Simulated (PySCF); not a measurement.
Below is a simulated gas-phase C 1s photoelectron spectrum of `C[CH2][GeH2][NH][GeH3]`.

Every computed line was given a Gaussian of 1.0 eV full width at half maximum and an area set by the number of equivalent atoms; the highest printed point is 100. Computed, not measured: delta-SCF UKS SCAN, pcX-2 on the ionised atom, pcseg-1 elsewhere, spin-free X2C (PySCF).

binding energy (eV), intensity and a bar:
```
    288.6          0 
    288.7          0 
    288.8          1 
    288.9          2 
    289.0          3 #
    289.1          6 ##
    289.2          9 ###
    289.3         15 ####
    289.4         22 ######
    289.5         30 #########
    289.6         41 ############
    289.7         52 ################
    289.8         64 ###################
    289.9         76 #######################
    290.0         86 ##########################
    290.1         93 ############################
    290.2         98 #############################
    290.3        100 ##############################
    290.4         99 ##############################
    290.5         94 ############################
    290.6         87 ##########################
    290.7         77 #######################
    290.8         66 ####################
    290.9         54 ################
    291.0         42 #############
    291.1         32 #########
    291.2         22 #######
    291.3         15 #####
    291.4         10 ###
    291.5          6 ##
    291.6          3 #
    291.7          2 #
    291.8          1 
    291.9          0 
    292.0          0
```

Question: Count the maxima, the lines and the sites behind this envelope.

Answer: The curve has 1 maximum (at 290.3 eV). Under it lie 2 lines from 2 inequivalent carbon sites. At this width some lines have no maximum of their own.

Question: Decompose the envelope and assign each component. Numbering: `[CH3:1][CH2:2][GeH2:3][NH:4][GeH3:5]`.

Answer: 
```
position (eV)  relative area  line  atoms                    environment
       290.03              1  C 1s     C2  sp3 carbon bound to germanium
       290.58              1  C 1s     C1                  methyl carbon
```

Question: Above which line width would these two lines show one maximum?

Answer: Two equal Gaussians merge once their distance is under 2σ = FWHM/1.177. With 0.55 eV between them that is a full width over 0.65 eV.

Lowest listed C 1s: C2, bonded to C, 2 H and Ge. Highest, 0.55 eV above it: C1, bonded to C and 3 H.

Shake-up satellites, vibrational structure and lifetime widths aren't simulated. Isolated species at its PBE0-D3(BJ)/def2-SVP geometry (one conformer only).

Hardware: Arm Neoverse V1, one thread, no GPU, shared host. Cost: 37 s of wall time.

Conformer computed: `[CH3:1][CH2:2][GeH2:3][NH:4][GeH3:5]`: C1–C2–Ge3–N4 55°, C2–Ge3–N4–Ge5 69°.
